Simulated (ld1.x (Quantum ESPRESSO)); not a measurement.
boron, TM: configuration errors across variants

ld1.x (Quantum ESPRESSO) 7.5 input, shortened:

```
&input
   title='B', zed=5., rel=1, dft='PBESOL', iswitch=3,
   config='[He] 2s2 2p1'
 /
 &inputp
   pseudotype=2, tm=.true., lloc=-1, rcloc=0.85,
   nlcc=.true., rcore=0.55
 /
2
2S  1  0   2.00   0.00  0.95  0.95  0.0
2P  2  1   1.00   0.00  3.65  3.65  0.0
 &test
   configts(1)='2s2 2p1'
 /
```

All-electron excitation energies from the reference (eV): (1) 2s2 2p0 8.139; (2) 2s1 2p0 33.401; (3) 2s2 2p0.5 2.855; (4) 2s0 2p3 11.657; (5) 2s2 2p1.3 -0.724; (6) 2s1 2p2 5.819; (7) 2s1 2p1 14.264.

A true bound ghost makes a file unfit for plane-wave use even where its test errors are small: the radial tests pick states by their node count and pass the ghost by.

Errors AE − PS in meV (a dash: test not solved or not reliable):

| change | (1) | (2) | (3) | (4) | (5) | (6) | (7) | bound ghosts |
| --- | --- | --- | --- | --- | --- | --- | --- | --- |
| base | +155 | +463 | +23 | -148 | +2.3 | -37 | -75 | none |
| all radii but the core radius scaled by about 0.77 (s 0.72, p 2.80 bohr); local potential all-electron potential smoothed inside 0.66 bohr (lloc = -1) | +65 | +215 | +8.9 | -37 | +0.8 | -9.6 | -28 | s |
| all radii but the core radius scaled by about 0.84 (s 0.80, p 3.06 bohr); local potential all-electron potential smoothed inside 0.72 bohr (lloc = -1) | +84 | +272 | +12 | -73 | +1.0 | -18 | -39 | none |
| all radii but the core radius scaled by about 0.92 (s 0.88, p 3.34 bohr); local potential all-electron potential smoothed inside 0.78 bohr (lloc = -1) | +120 | +373 | +16 | -137 | +1.5 | -32 | -85 | p |
| all radii but the core radius scaled by about 1.05 (s 1.00, p 3.84 bohr); local potential all-electron potential smoothed inside 0.90 bohr (lloc = -1) | +184 | +540 | +28 | -175 | +2.9 | -44 | -89 | none |
| all radii but the core radius scaled by about 1.15 (s 1.10, p 4.20 bohr); local potential all-electron potential smoothed inside 0.98 bohr (lloc = -1) | +257 | +729 | +41 | -238 | +4.6 | -60 | -109 | none |
| all radii but the core radius scaled by about 1.24 (s 1.18, p 4.54 bohr); local potential all-electron potential smoothed inside 1.06 bohr (lloc = -1) | +323 | +900 | +53 | -295 | +6.4 | -75 | -122 | none |
| all radii but the core radius scaled by about 1.39 (s 1.32, p 5.08 bohr); local potential all-electron potential smoothed inside 1.18 bohr (lloc = -1) | +429 | +1169 | +74 | -399 | +10.0 | -101 | -142 | none |

Give the same row for: all radii but the core radius scaled by about 1.32 (s 1.26, p 4.82 bohr); local potential all-electron potential smoothed inside 1.12 bohr (lloc = -1).

+374, +1028, +63, -343, +8.0, -87, -132; bound ghosts: none.
